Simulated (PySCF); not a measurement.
C₉H₁₈O.
SMILES with atom numbers: `[CH3:1][CH2:2][C@H:3]([O:4][CH3:5])[CH:6]1[CH2:7][CH2:8][CH2:9][CH2:10]1` (hydrogens: H11, H12, H13 on C1; H14, H15 on C2; H16 on C3; H17, H18, H19 on C5; H20 on C6; H21, H22 on C7; H23, H24 on C8; H25, H26 on C9; H27, H28 on C10)

The calculation used PBE0-D3(BJ)/def2-SVP geometry optimisation, gas phase in PySCF.

What internal coordinates does the optimisation give?

| bond | length (Å) |
| --- | --- |
| C1–C2 | 1.520 |
| C2–C3 | 1.531 |
| C3–O4 | 1.412 |
| O4–C5 | 1.392 |
| C3–C6 | 1.520 |
| C6–C7 | 1.530 |
| C7–C8 | 1.541 |
| C8–C9 | 1.546 |
| C9–C10 | 1.529 |
| C6–C10 | 1.528 |
| C1–H11, C1–H12, C1–H13 | 1.100 |
| C2–H14 | 1.103 |
| C2–H15 | 1.102 |
| C3–H16 | 1.113 |
| C5–H17, C5–H18 | 1.103 |
| C5–H19 | 1.108 |
| C6–H20 | 1.105 |
| C7–H21 | 1.104 |
| C7–H22 | 1.100 |
| C8–H23 | 1.100 |
| C8–H24 | 1.101 |
| C9–H25 | 1.100 |
| C9–H26 | 1.102 |
| C10–H27 | 1.105 |
| C10–H28 | 1.098 |

Bonds in one row agree within 0.01 Å and their mean is given. A selection of angles:
| angle | degrees |
| --- | --- |
| C1–C2–C3 | 114.0 |
| C2–C3–O4 | 111.8 |
| C2–C3–C6 | 114.2 |
| O4–C3–C6 | 106.5 |
| C3–O4–C5 | 115.4 |
| C3–C6–C7 | 115.0 |
| C3–C6–C10 | 114.0 |
| C7–C6–C10 | 102.7 |
| C6–C7–C8 | 105.3 |
| C7–C8–C9 | 106.0 |
| C8–C9–C10 | 105.4 |
| C6–C10–C9 | 103.8 |

Dihedral angles: C1–C2–C3–O4 59° (synclinal); C2–C3–O4–C5 74° (synclinal); C2–C3–C6–C7 -57° (synclinal); C3–C6–C7–C8 -160° (antiperiplanar); C6–C7–C8–C9 16° (synperiplanar); C7–C8–C9–C10 10° (synperiplanar); C8–C9–C10–C6 -32° (synclinal); C3–C6–C10–C9 166° (antiperiplanar).

The 5-membered ring C6–C7–C8–C9–C10 has internal angles of 102.7° to 106.0° (sum 523°, against 540° for a flat polygon); it is puckered, 0.18 Å rms from its mean plane, widest ring torsion 41°. Of the pairs four or more bonds apart, H14···H18 is among the closest relative to their van der Waals radii: 2.22 Å, 93 % of the sum of Bondi's values. The 8 C–C bonds span 1.520 Å (C3–C6, drawn single) to 1.546 Å (C8–C9, drawn single), a spread of 0.026 Å. The C–O distances run from 1.392 Å (O4–C5, drawn single) to 1.412 Å (C3–O4, drawn single), a spread of 0.020 Å.

Point group: C1 (no symmetry element, even within 0.4 Å). Stationary, but not proved a minimum. One conformer, not necessarily the lowest.

Rough CPU time on one thread of a shared machine: about 2.9 min. That covers the optimisation of the geometry.
